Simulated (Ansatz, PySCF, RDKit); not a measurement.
Dimer: HF (SMILES F) (first 2 atoms) with CH2F2 (SMILES FCF); geometry from B3LYP-D3(BJ)/def2-TZVP, rigid monomers moved along the line of their centres of mass till H2···F3 is 2.55 Å.
(charge 0, multiplicity 1):
```xyz
7

F     -0.1266     0.0956    -0.0637
H      0.1928     0.6239     0.6339
F      0.8127     0.9333     3.0897
C      0.4457    -0.1459     3.8739
F     -0.6569     0.2046     4.5739
H      1.2658    -0.3445     4.5629
H      0.2076    -0.9765     3.2102
```

Monomers are frozen at their geometry in the pair; levels with a basis set take the counterpoise correction. Rows marked so take none. RDKit's UFF carries no charges.

Rows in STO-3G carry no dispersion term and start afresh at each structure.

Programs: Ansatz (Gaussian basis) for Hartree–Fock, density functionals and correlated methods; PySCF for STO-3G rows; RDKit for the force fields. 

Question: One of these levels gives -0.90 kcal/mol for the interaction energy. Which one is it?
A. HF/aug-cc-pVDZ
B. UFF
C. HF/STO-3G (no counterpoise)

Answer: C, HF/STO-3G (no counterpoise). The others give -0.09 (UFF), -2.20 (HF/aug-cc-pVDZ)

Ansatz is a first-principles code.
